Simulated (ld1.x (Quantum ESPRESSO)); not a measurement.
Before and after: PAW potential for platinum (Pt)

```json
{"Element": "Pt (Z = 78)", "Generator": "ld1.x (Quantum ESPRESSO) 7.5", "Type": "PAW", "Functional": "Wu–Cohen", "Relativity": "scalar-relativistic", "Frozen core": "[Xe] 4f14", "Valence charge": "10", "Reference configuration": "5d8.5 6s0 6p0 (charge +1.5)", "Partial waves": "6s (bound, empty): rcut 1.85, rcutus 2.15 bohr; 6s channel at -0.55 Ry: rcut 1.85, rcutus 2.15 bohr; 6p (bound, empty): rcut 1.80, rcutus 2.50 bohr; 6p channel at -0.35 Ry: rcut 1.80, rcutus 2.50 bohr; 5d (bound): rcut 2.35, rcutus 2.50 bohr; 5d channel at 2.75 Ry: rcut 2.35, rcutus 2.50 bohr", "Local potential": "all-electron potential smoothed inside 1.75 bohr (lloc = -2)", "Core correction": "Bessel-smoothed model core, default radius (core density twice the valence density)", "Augmentation charge": "GAUSS, radius 1.35 bohr"}
```

Change: reference 5d7 6s0 6p0.

Cutoffs: the cutoffs (Ry, on a coarse ladder) from which the occupation-weighted sum of valence levels, in a spherical-Bessel basis at the reference potential, stays within 10 and 1 mRy of its value at 400 Ry; they do not see the model core or the augmentation charge, which bear on the density cutoff. Errors are all-electron minus pseudo energies relative to the spin-unpolarised reference configuration.

What does the change do?

The potential gets neither clearly harder nor softer (18 Ry and 30 Ry → 18 Ry and 30 Ry); the range in which the s phases agree narrows (upper end at the end of the scan → 0.6); the range in which the p phases agree widens (upper end 0.2 → 1.8); neither file shows a bound ghost.

```csv
quantity,base,changed
"cutoff, loose",18 Ry,18 Ry
"cutoff, tight",30 Ry,30 Ry
bound ghosts,none,none
"largest error over its own tests, meV",-10,-185
s: phases at 2.68 bohr within 0.05 rad from the reference energy up to (Ry; the scan ends near 5),to the end of the scan,0.6
p: phases at 2.68 bohr within 0.05 rad from the reference energy up to (Ry; the scan ends near 5),0.2,1.8
d: phases at 2.68 bohr within 0.05 rad from the reference energy up to (Ry; the scan ends near 5),to the end of the scan,-0.0
lowest overlap eigenvalue by channel,"s 0.52, p 0.58, d 0.76","s 0.52, p 0.51, d 0.71"
```
